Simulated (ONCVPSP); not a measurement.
# Ranking ONCV potentials for ytterbium

All share these settings but for the change named:

ytterbium (Yb), optimised norm-conserving Vanderbilt (ONCV), made with ONCVPSP 4.0.1 (PBE, scalar-relativistic). Core [Kr] 4d10 4f13, reference 5s2 5p6 5d1 6s1 (charge +1). Waves: 5s+6s: rc 1.90 bohr, ncon 4, nbas 9, qcut 6.5 1/bohr, 2 projectors; 5p: rc 1.85 bohr, ncon 5, nbas 8, qcut 7.7 1/bohr, 3 projectors, debl 1.3 Ha; 5d: rc 3.30 bohr, ncon 3, nbas 8, qcut 4.4 1/bohr, 2 projectors, debl 1.7 Ha; f scattering state at 0.38 Ha: rc 3.15 bohr, ncon 4, nbas 9, qcut 3.3 1/bohr, 2 projectors, debl 1.3 Ha. Local part: polynomial inside 1.70 bohr (lpopt 5, dvloc0 3 Ha). Core correction: none.

In the p channel the program set the typed energies aside and used -1.385, 0.250, 1.550 Ha.

Test errors are all-electron minus pseudo excitation energies from the reference, over 5s2 5p6 5d1 6s2; 5s2 5p6 5d1 6s0; 5s2 5p6 5d0 6s0; 5s2 5p6 5d1 6s1.5. None of these files shows a bound ghost.

The base gives 86.5 meV.

Of 5 variants that were run, those that failed, showed a ghost or another fault, or gave nearly equal values are left out.

Q: Rank these variants by their largest absolute test error, smallest first.
A. all radii scaled by about 1.08 (s 2.06, p 2.00, d 3.58, f 3.42 bohr); local potential polynomial inside 1.84 bohr (lpopt 5, dvloc0 3 Ha)
B. all radii scaled by about 0.90 (s 1.70, p 1.66, d 2.96, f 2.82 bohr); local potential polynomial inside 1.52 bohr (lpopt 5, dvloc0 3 Ha)
C. all radii scaled by about 1.22 (s 2.32, p 2.26, d 4.02, f 3.84 bohr); local potential polynomial inside 2.08 bohr (lpopt 5, dvloc0 3 Ha)
D. all radii scaled by about 0.82 (s 1.56, p 1.52, d 2.70, f 2.58 bohr); local potential polynomial inside 1.40 bohr (lpopt 5, dvloc0 3 Ha)
E. all radii scaled by about 1.28 (s 2.44, p 2.38, d 4.22, f 4.04 bohr); local potential polynomial inside 2.18 bohr (lpopt 5, dvloc0 3 Ha)

A: D (16.1 meV), B (43.8 meV), A (131.7 meV), C (207.6 meV), E (245.4 meV).
